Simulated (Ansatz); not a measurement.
Reaction (ligand exchange at a Ge–C bond): `[GeH3]/[CH]=C1\CS1` + `CN[SiH3]` → `C[N]([SiH3])[GeH3]` + `C=C1CS1`

Calculated with Ansatz (gas phase, PBE0-D4/def2-TZVP geometries, no zero-point term in ΔE). CCSD(T)/CBS adds triple-zeta CCSD(T) − MP2 to the extrapolated MP2 energy (def2 sets, frozen cores). Functionals use def2-TZVPP. For Ge outer-core shells are correlated without core-valence functions, which leaves a few kJ/mol of doubt a bond. Scalar relativity is left out up to krypton.

| level | ΔE (kJ/mol) |
| --- | --- |
| LDA (SPW92) | -7.1 |
| PBE-QIDH | -10.1 |
| PBE | -4.5 |
| CAM-B3LYP | -10.8 |

(1) What does CCSD(T)/CBS give? (Best estimate.)

(2) What do rigid-rotor, harmonic-oscillator terms from PBE0-D4/def2-TZVP frequencies (298.15 K, 1 bar) make of the CCSD(T)/CBS value? (Best estimate.)

Largest T1 diagnostic among the species: 0.013.

Results:

(1) Ansatz gave: -12.6 kJ/mol. The listed levels differ from it by 5.5, 2.5, 8.1, 1.8 kJ/mol.

(2) Ansatz gave: ΔZPE = -0.5 kJ/mol, ΔH = -13.9 kJ/mol, ΔS = -3 J/(mol·K), ΔG = -13.0 kJ/mol.

From BLYP to BHLYP (50 % exact exchange), in def2-TZVPP and without D4, ΔE moves by −4.6 kJ/mol. The D4 term adds −3.9 kJ/mol with B3LYP and −1.9 kJ/mol with PBE0; it sums over pairs of atoms, weighted by their polarisabilities, and B3LYP, whose exchange is more repulsive, gets the larger term. At CCSD(T), def2-SVP lies −5.4 kJ/mol from the extrapolated value and def2-TZVPP −0.9 kJ/mol.

B3LYP here is the variant with VWN-RPA as its local correlation; programs differ in this.
